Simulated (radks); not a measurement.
Task: The mean radii <r> (bohr) of the occupied orbitals of an atom or ion are listed with their occupations. Calculated with a radial shooting solver on a logarithmic mesh with Libxc functionals: Dirac Kohn-Sham, LDA (Slater exchange, Perdew-Wang correlation), spin-unpolarised, spherical densities, point nucleus.

orbital  occ.      <r>
1s1/2       2  0.02276
2s1/2       2  0.09656
2p1/2       2  0.08076
2p3/2       4  0.08738
3s1/2       2   0.2549
3p1/2       2   0.2444
3p3/2       4   0.2572
3d3/2       4   0.2287
3d5/2       6   0.2327
4s1/2       2   0.5787
4p1/2       2   0.5924
4p3/2       4   0.6214
4d3/2       4   0.6619
4d5/2       6   0.6721
5s1/2       1    1.359
5p1/2       2    1.498
5p3/2       4    1.574
4f5/2       5   0.8787
6s1/2       1    3.075

Name the element and its charge. Open shells, if any, fill j = l - 1/2 first.

Result: Z = 62, samarium, charge +3: Sm3+ in [Kr] 4d10 4f5 5s1 5p6 6s1. The 1s radius gives Z: for a bare nucleus <r> = (2 gamma + 1)/(2Z) with gamma = sqrt(1 - (Z/c)^2), 0.02245 bohr for Z = 62, and screening makes it slightly larger (0.02276 here). The occupations add up to 59, and the charge is Z minus that.
